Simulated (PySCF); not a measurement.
## Relaxation of singlet H₃AsS

These are results of PBE0/[As def2-TZVP, S def2-TZVP, H def2-TZVP], no relativity, density fitting, PySCF, not measurements. A (50,194) grid was used.

A start displaced from a saddle point along its imaginary mode, of Cs symmetry, held to at least that symmetry:

Coordinates in bohr (charge 0 multiplicity 1):
```
As    0.0000    1.1228   -0.0005
S     0.0000   -2.8363    0.0052
H     2.9478    1.1984   -0.1773
H     0.0000    4.1163    0.2268
H    -2.9478    1.1984   -0.1773
```

(1) What forces act on the atoms at the start (eV/Å)?

(2) What does it relax to?

(3) How much energy is released, and in how many steps?

Results:

(1) 
```csv
atom,Fx,Fy,Fz
As1,0.00,-0.01,-0.13
S2,0.00,-0.02,0.59
H3,-0.14,0.12,-0.62
H4,0.00,-0.21,0.78
H5,0.14,0.12,-0.62
```

(2) It ends at C3v with As–H 1.514 Å (×3), As–S 2.051 Å; H–As–H 100.5° (×3), H–As–S 117.4° (×3) (after a last refinement on a finer grid). A frequency run shows a minimum.

(3) 311.9 kJ/mol in 10 steps.
